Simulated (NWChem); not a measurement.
System: TeO, triplet; SMILES O=[Te]

Results from NWChem. Spin-unrestricted. Geometry: optimised at PBE0/def2-SVP, spin-unrestricted. No stability test was run on the SCF state. def2 effective core potentials on Te; no spin-orbit coupling. Level TPSS/def2-SVP: single points from the atomic guess with DIIS by default; each run changes one setting, and all converged runs end within 0.3 mHa of each other.

### Question
Which setting needs the most SCF iterations, or fails (defaults; occupation smearing of 0.005 Ha; DIIS on 3 Fock matrices; level shift of 0.5 Ha throughout; core-Hamiltonian guess; no level shifting)?

### Answer
level shift of 0.5 Ha throughout, with 24 against 10 for the defaults.
```
setting                           SCF iterations
--------------------------------  --------------
defaults                                      10
level shift of 0.5 Ha throughout              24
occupation smearing of 0.005 Ha               10
DIIS on 3 Fock matrices                       10
no level shifting                             10
core-Hamiltonian guess                        12
```
